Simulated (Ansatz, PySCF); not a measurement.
The Ansatz (a first-principles code) input:
Ansatz 0.2 input:
```yaml
crystal:
  periodic: [false, false, false]
  atoms:
    - {symbol: Se, position_ang: [0.00000000, 0.00000000, 0.00000000]}
basis:
  gaussian:
    orbitals: def2-SVPD
hamiltonian:
  xc: {name: wB97X}
total_charge: 1
magnetization: {spin_polarized: true, initial_magnetization: 3}
accuracy: high
```

Question: Convert this to an input for PySCF.

Answer: This is not unique; one that fits is 
```python
from pyscf import gto, scf, dft

mol = gto.M(
    atom='''
Se    0.000000    0.000000    0.000000
''',
    basis='def2-svpd',
    charge=1,
    spin=3,
    verbose=4,
)

mf = dft.UKS(mol)
mf.xc = 'wb97x'
mf.grids.atom_grid = (99, 590)
mf.grids.prune = None
mf.kernel()
```

Both were run: Ansatz gave -2400.866964 Eh and PySCF -2400.866965 Eh, 0.000 mEh apart.
